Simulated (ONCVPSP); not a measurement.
## Sc, ONCV: configuration errors across variants

scandium, optimised norm-conserving Vanderbilt (ONCV), made with ONCVPSP 4.0.1 (PBE, scalar-relativistic). Core [Ar], reference 3d1 4s1 (charge +1). Waves: 4s: rc 2.35 bohr, ncon 4, nbas 7, qcut 3 1/bohr, 1 projector; p scattering state at 0.03 Ha: rc 2.45 bohr, ncon 4, nbas 7, qcut 2.8 1/bohr, 1 projector; 3d: rc 1.80 bohr, ncon 3, nbas 8, qcut 9.5 1/bohr, 2 projectors, debl 0.8 Ha. Local part: polynomial inside 1.60 bohr (lpopt 3, dvloc0 4 Ha). Core correction: polynomial model core, fcfact 0.25.

In the p channel the program set the typed energies aside and used 0.050 Ha.

All-electron excitation energies from the reference (eV): (1) 3d1 4s2 -6.897; (2) 3d1 4s0 12.768; (3) 3d1 4s1.5 -4.143; (4) 3d0 4s2 1.484.

Errors AE − PS in meV (a dash: test not solved or not reliable):

| change | (1) | (2) | (3) | (4) | bound ghosts | GHOST(+) flags above zero |
| --- | --- | --- | --- | --- | --- | --- |
| base | +10 | +27 | +3.6 | -43 | none | none |
| d: rc 2.04 | +11 | +27 | +3.7 | -14 | none | none |
| core correction polynomial model core, fcfact 0.2 | +12 | +38 | +4.4 | +14 | none | none |
| s: qcut 1.8; p: qcut 1.7; d: qcut 5.8 | +12 | +27 | +3.9 | +94 | none | none |
| d: debl 0.45 | +10 | +27 | +3.6 | -43 | none | none |
| d: rc 1.38; local potential polynomial inside 1.38 bohr (lpopt 3, dvloc0 4 Ha) | +14 | +26 | +4.6 | +2.0 | none | s |

(1) Give the same row for: s: qcut 1.8.

Answers

(1) +11, +27, +3.7, -34; bound ghosts: none; GHOST(+) flags above zero: none.
